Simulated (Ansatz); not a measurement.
`B[N]1[CH2][AlH]1`, one more setting.

```yaml
crystal:
  periodic: [false, false, false]
  atoms:
    - {symbol: B, position_ang: [-0.305227, 1.091635, -1.110214]}
    - {symbol: N, position_ang: [-0.198174, 0.253267, -0.007940]}
    - {symbol: C, position_ang: [0.703111, -0.968258, 0.144676]}
    - {symbol: Al, position_ang: [-0.428350, -0.462216, 1.587784]}
    - {symbol: H, position_ang: [0.358106, 0.892022, -2.094483]}
    - {symbol: H, position_ang: [-1.070499, 2.017138, -1.061891]}
    - {symbol: H, position_ang: [0.462006, -1.780965, -0.540259]}
    - {symbol: H, position_ang: [1.767603, -0.736379, 0.115498]}
    - {symbol: H, position_ang: [-1.200277, -0.352546, 2.949828]}
basis:
  gaussian: {orbitals: x2c-TZVPPall, point_charges: [{charge: 2.00, position_ang: [5.635, -0.813, -0.303]}]}
hamiltonian: {xc: {name: wPBEh}, pseudopotentials: {relativity: scalar}}
output: {forces: true}
```

```sh
$ ansatz run in.yaml --threads 2 --pin off --events-out ev --progress --plain --max-ram 4352MiB
```

It prints (some lines left out):

```
Functional definition: wPBEh
1086 factors; their error is unknown
109 factors; integrals over basis functions are off by at most 7.0e-7 eV
mean field evaluation 1: about -9877.9523 eV, gradient 6.9e1 eV
mean field evaluation 2: about -9804.0890 eV, gradient 1.6e2 eV
mean field evaluation 4: about -9888.9539 eV, gradient 1.5e1 eV
mean field evaluation 8: about -9889.4545 eV, gradient 2.2e-1 eV
mean field evaluation 16: about -9889.4723 eV, gradient 1.5e-4 eV
mean field -9889.47231277 eV, -363.4314041691 hartree, gradient 1.9e-5 eV, S^2 0.000000; 0 other end points of the search recorded, 0 dependent functions left out
reference -9889.47236090 eV, -363.4314059379 hartree; 18, 18 occupied and 187, 187 virtual orbitals, 1086 factors
Total energy: -9889.47236090 eV, -363.4314059379 hartree
Relativity: scalar
Atom 0 at    -0.305227     1.091635    -1.110214 Å, force    -0.257734     0.247250    -0.150569 eV/Å
Atom 1 at    -0.198174     0.253267    -0.007940 Å, force     0.467600    -0.364306     0.239062 eV/Å
Atom 2 at     0.703111    -0.968258     0.144676 Å, force    -0.371879     0.047603    -0.126296 eV/Å
Atom 3 at    -0.428350    -0.462216     1.587784 Å, force    -0.622061     0.162666     0.263075 eV/Å
Atom 4 at     0.358106     0.892022    -2.094483 Å, force     0.110408    -0.010009     0.019176 eV/Å
Atom 5 at    -1.070499     2.017138    -1.061891 Å, force     0.130417    -0.135681    -0.021692 eV/Å
Atom 6 at     0.462006    -1.780965    -0.540259 Å, force     0.079683    -0.012076     0.013786 eV/Å
Atom 7 at     1.767603    -0.736379     0.115498 Å, force     0.551060     0.113165    -0.097732 eV/Å
Atom 8 at    -1.200277    -0.352546     2.949828 Å, force     0.169215    -0.062158    -0.086335 eV/Å
Dipole moment:    -0.565583    -0.206880     0.671039 e Å
```

It took 4.2 s on 2 threads of an Arm Neoverse V2 on a shared host, with 0.46 GiB of host memory at the peak.
